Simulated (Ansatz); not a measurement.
Calculation: r2SCAN-D4/def2-SVP (Ansatz, a quantum-chemistry and plane-wave program). No frequencies were computed at this level.

Ansatz 0.2 input:
```yaml
crystal:
  periodic: [false, false, false]
  atoms:
    - { symbol: Zr, position_ang: [0.015417, -0.027938, 0.066319] }
    - { symbol: Cl, position_ang: [-0.45465, 0.823846, -1.955676] }
    - { symbol: F, position_ang: [0.53681, 1.413169, 1.084631] }
    - { symbol: F, position_ang: [-1.553902, -0.799546, 0.638552] }
    - { symbol: F, position_ang: [1.364885, -1.243834, -0.227162] }
basis:
  gaussian: { orbitals: def2-svp }
hamiltonian:
  xc: r2scan
  dispersion: d4
relax:
  max_steps: 150
```

Output:

```
Functional definition: r2SCAN
917 factors; their error is unknown
mean field evaluation 1: about -21943.8144 eV, gradient 5.8e1 eV
mean field evaluation 2: about -21910.8287 eV, gradient 1.5e2 eV
mean field evaluation 4: about -21948.8865 eV, gradient 4.8e0 eV
mean field evaluation 8: about -21948.9107 eV, gradient 7.8e-2 eV
mean field evaluation 16: about -21948.9108 eV, gradient 6.9e-5 eV
mean field -21948.91075662 eV, -806.6075927998 hartree, gradient 6.9e-5 eV, S^2 0.000000; 0 other end points of the search recorded, 0 dependent functions left out
reference -21948.91078673 eV, -806.6075939062 hartree; 28, 28 occupied and 63, 63 virtual orbitals, 917 factors
relax step   1: F+E_penalty+E_count = -21948.93724928 eV  Δ(F+E_penalty+E_count) = +0.000e0 eV  max|allowed force component| = 1.889e0 eV/Å  Δτ_max = 0.0000 Å  (28 SCF iters, accepted)
these checks for a lower state are left out or cut short: starts, cluster_reference, orbital_swaps, neighbouring_geometries, increment
917 factors; their error is unknown
mean field -21949.23685306 eV, -806.6195766229 hartree, gradient 1.4e-5 eV, S^2 0.000000; 0 other end points of the search recorded, 0 dependent functions left out
reference -21949.23688315 eV, -806.6195777285 hartree; 28, 28 occupied and 63, 63 virtual orbitals, 917 factors
relax step   2: F+E_penalty+E_count = -21949.26254274 eV  Δ(F+E_penalty+E_count) = -3.253e-1 eV  max|allowed force component| = 2.820e-1 eV/Å  Δτ_max = 0.1926 Å  (36 SCF iters, accepted)
these checks for a lower state are left out or cut short: starts, cluster_reference, orbital_swaps, neighbouring_geometries, increment
917 factors; their error is unknown
mean field evaluation 32: about -21949.2435 eV, gradient 1.4e-5 eV
mean field -21949.24348441 eV, -806.6198203206 hartree, gradient 1.4e-5 eV, S^2 0.000000; 0 other end points of the search recorded, 0 dependent functions left out
reference -21949.24351448 eV, -806.6198214255 hartree; 28, 28 occupied and 63, 63 virtual orbitals, 917 factors
relax step   3: F+E_penalty+E_count = -21949.26923602 eV  Δ(F+E_penalty+E_count) = -6.693e-3 eV  max|allowed force component| = 6.470e-2 eV/Å  Δτ_max = 0.0150 Å  (30 SCF iters, accepted)
these checks for a lower state are left out or cut short: starts, cluster_reference, orbital_swaps, neighbouring_geometries, increment
917 factors; their error is unknown
mean field -21949.24358535 eV, -806.6198240300 hartree, gradient 1.4e-5 eV, S^2 0.000000; 0 other end points of the search recorded, 0 dependent functions left out
reference -21949.24361541 eV, -806.6198251345 hartree; 28, 28 occupied and 63, 63 virtual orbitals, 917 factors
relax step   4: F+E_penalty+E_count = -21949.26934222 eV  Δ(F+E_penalty+E_count) = -1.062e-4 eV  max|allowed force component| = 8.311e-3 eV/Å  Δτ_max = 0.0010 Å  (25 SCF iters, accepted)
917 factors; their error is unknown
mean field -21949.24358535 eV, -806.6198240300 hartree, gradient 1.4e-5 eV, S^2 0.000000; 1 other end points of the search recorded, 0 dependent functions left out
reference -21949.24361541 eV, -806.6198251345 hartree; 28, 28 occupied and 63, 63 virtual orbitals, 917 factors
Total energy: -21949.26937227 eV, -806.6207716819 hartree
Atom 0 at    -0.001651     0.002931    -0.006980 Å, force     0.001906    -0.003509     0.008311 eV/Å
Atom 1 at    -0.493944     0.895188    -2.124981 Å, force    -0.001656     0.003010    -0.007141 eV/Å
Atom 2 at     0.556320     1.381978     1.166502 Å, force    -0.001125    -0.003817    -0.001825 eV/Å
Atom 3 at    -1.538024    -0.834677     0.719733 Å, force     0.004031     0.001620    -0.000736 eV/Å
Atom 4 at     1.385859    -1.279722    -0.147610 Å, force    -0.003156     0.002697     0.001391 eV/Å
Dipole moment:     0.010757    -0.019609     0.046509 e Å
```

Cost: very roughly 21 core-seconds.
